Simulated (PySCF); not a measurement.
Correlation energy of Os (osmium, neutral)

[Xe] 4f14 5d7 6s1, high-spin 5F determinant (an excited configuration). All numbers are calculated (PySCF 2.14, the spin-free X2C one-electron Hamiltonian (Gaussian nucleus), in ANO-RCC-VTZP). Frozen: [Xe] 4f14; 8 electrons correlated.

```tsv
level	correlation energy (mhartree)
CCSD	-174.60
(T)	-6.16
CCSD(T)	-180.76
```

Diagnostics: T1 = 0.011, D1 = 0.0338, largest double amplitude 0.048.

Spin-orbit coupling, absent here, splits the open shell strongly.

Cost of the coupled-cluster step: roughly 16 core-seconds, for 8 correlated electrons.

Iterations:

```
CC2 = 0
CCSD nocc = (np.int64(6), np.int64(2)), nmo = (70, 70)
frozen orbitals [[0, 1, 2, 3, 4, 5, 6, 7, 8, 9, 10, 11, 12, 13, 14, 15, 16, 17, 18, 19, 20, 21, 22, 23, 24, 25, 26, 27, 28, 29, 30, 31, 32, 33], [0, 1, 2, 3, 4, 5, 6, 7, 8, 9, 10, 11, 12, 13, 14, 15, 16, 17, 18, 19, 20, 21, 22, 23, 24, 25, 26, 27, 28, 29, 30, 31, 32, 33]]
max_cycle = 100
direct = 0
conv_tol = 1e-08
conv_tol_normt = 1e-06
diis_space = 8
diis_start_cycle = 0
Init t2, MP2 energy = -0.171967501183514
Init E_corr(UCCSD) = -0.171967501184395
cycle = 1  E_corr(UCCSD) = -0.172129098515269  dE = -0.000161597331  norm(t1,t2) = 0.0386481
cycle = 2  E_corr(UCCSD) = -0.173704371104493  dE = -0.00157527259  norm(t1,t2) = 0.0152116
cycle = 3  E_corr(UCCSD) = -0.174551843070911  dE = -0.000847471966  norm(t1,t2) = 0.00727867
cycle = 4  E_corr(UCCSD) = -0.174594299429651  dE = -4.24563587e-05  norm(t1,t2) = 0.00130214
cycle = 5  E_corr(UCCSD) = -0.174589825413681  dE = 4.47401597e-06  norm(t1,t2) = 0.000605157
cycle = 6  E_corr(UCCSD) = -0.17459583429584  dE = -6.00888216e-06  norm(t1,t2) = 0.000138927
cycle = 7  E_corr(UCCSD) = -0.174596878356513  dE = -1.04406067e-06  norm(t1,t2) = 3.3083e-05
cycle = 8  E_corr(UCCSD) = -0.174596492602732  dE = 3.85753781e-07  norm(t1,t2) = 8.61805e-06
cycle = 9  E_corr(UCCSD) = -0.174596536692371  dE = -4.40896397e-08  norm(t1,t2) = 1.88852e-06
cycle = 10  E_corr(UCCSD) = -0.174596533728713  dE = 2.96365821e-09  norm(t1,t2) = 3.6816e-07
UCCSD converged
E(UCCSD) = -17249.56174904979  E_corr = -0.1745965337287132
UCCSD(T) correction = -0.00615701885168029
```
